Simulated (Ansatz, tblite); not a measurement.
Isomers of Si₄Te₃⁺ (doublet), found by a short tight-binding search and relaxed with PBE-D4/def2-SVP in Ansatz.

In the def2 sets Te takes a core potential; there is no spin–orbit coupling. The xTB rows come from tblite.

Other spin states weren't relaxed.

A:

```xyz
7

Si   -1.974    0.721    0.688
Si    2.147   -0.437   -0.252
Si   -0.032    0.927   -0.706
Si   -0.032   -1.483    0.147
Te    0.431    0.319    2.023
Te    1.968    1.722   -1.847
Te   -2.508   -1.769   -0.053
```

B:

```xyz
7

Si    0.414    1.885    1.767
Si    0.397    2.089   -0.665
Si   -0.312   -1.672    0.926
Si   -0.082   -0.260   -1.645
Te   -0.569   -2.690   -1.498
Te   -1.734    0.686    0.601
Te    1.887   -0.036    0.515
```

Task: Estimate their order by electronic energy at PBE0-D4/def2-TZVP, counted from the lowest.

Result: A (0.0) < B (19.4), in kJ/mol.

Task: Do the other levels pick the same lowest one?

Result: Not GFN2-xTB. Energies above each level's lowest (kJ/mol):

| level | A | B |
| --- | --- | --- |
| GFN1-xTB | 0.0 | 20.6 |
| GFN2-xTB | 69.8 | 0.0 |
| PBE-D4/def2-TZVP | 0.0 | 14.8 |
| r2SCAN-D4/def2-TZVP | 0.0 | 37.2 |
| PBE0-D4/def2-TZVP | 0.0 | 19.4 |
Point groups (tolerance 0.1 Å): A not assigned, B Cs. Lower isomers may exist.
